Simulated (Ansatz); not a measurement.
Reaction (redistribution): `B[SiH](B)O` + `O/C=C/[SiH3]` → `B/C=C/O` + `B[SiH](O)[SiH3]`

Program: Ansatz. Geometries: PBE0-D4/def2-TZVP. ΔE: electronic, gas phase. CCSD(T)/CBS adds triple-zeta CCSD(T) − MP2 to the extrapolated MP2 energy (def2 sets, frozen cores). This one scheme is used for every species. Double bonds are as drawn, so ΔE can hold a change between cis and trans. Functionals use def2-TZVPP. One conformer a species, not always the lowest.

| level | ΔE (kJ/mol) |
| --- | --- |
| PBE0-D4 | -76.7 |
| ωB97X-V | -67.2 |
| ωB97M-V | -67.8 |
| PBE | -79.6 |
| PBE0 | -76.1 |
| HF/def2-TZVPP | -61.7 |
| SCS-MP2/def2-QZVPP | -63.4 |
| MP2/CBS(def2) | -67.2 |

**Question.** What does CCSD(T)/CBS give? (Estimate.)

**Answer.** The calculation gave: -65.1 kJ/mol. The listed levels differ from it by -11.6, -2.1, -2.7, -14.5, -11.0, 3.4, 1.7, -2.1 kJ/mol.

Largest T1 diagnostic among the species: 0.014.

In def2-TZVPP, CCSD(T) changes the Hartree–Fock value by −3.8 kJ/mol (the triples alone add −2.3 kJ/mol) and MP2 by −5.8 kJ/mol. From PBE to PBE0 (25 % exact exchange), in def2-TZVPP and without D4, ΔE moves by +3.4 kJ/mol.
